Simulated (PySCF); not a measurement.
A calculated (TPSS, PySCF 2.14, Sapporo-DKH3-DZP-2012, the spin-free X2C one-electron Hamiltonian (Gaussian nucleus)) atom or ion has these occupied shells.

| shell | electrons | orbital energy (eV) | rms radius, mean of both spins (bohr) |
| --- | --- | --- | --- |
| 1s β | 1 | -5376.4 | 0.0767 |
| 1s α | 1 | -5376.4 | 0.0767 |
| 2s α | 1 | -607.07 | 0.334 |
| 2s β | 1 | -606.04 | 0.334 |
| 2p α | 3 | -506.13 | 0.304 |
| 2p β | 3 | -505.29 | 0.304 |
| 3s α | 1 | -74.801 | 1.03 |
| 3s β | 1 | -71.395 | 1.03 |
| 3p α | 3 | -48.403 | 1.12 |
| 3p β | 3 | -44.914 | 1.12 |
| 3d α | 4 | -9.759 | 1.76 |

**Question.** Name the element and its charge.

**Answer.** V⁺ (vanadium, charge +1), in [Ar] 3d4, high-spin 5D determinant.
